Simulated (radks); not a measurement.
The numbers below are computed, except where a source is named.
Problem. Level of theory: non-relativistic Kohn-Sham, LB94 model potential, spin-polarised, spherical densities, point nucleus; open shells are filled with parallel spins first (spin-orbit coupling, left out, can overturn this in heavy ions) (a radial shooting solver on a logarithmic mesh with Libxc functionals). Response by self-consistent Sternheimer equations with the Hartree and adiabatic LDA kernel. For heavy and open-shell atoms this level of theory can miss by tens of per cent. Rank Ar, Sn, N+, F, B3+, In, V+ (NIST ground configurations) by static dipole polarisability, largest first.

Solution. In 53.69, Sn 51.37, V+ 11.60, Ar 11.44, N+ 3.835, F 3.541, B3+ 0.02021 bohr^3.
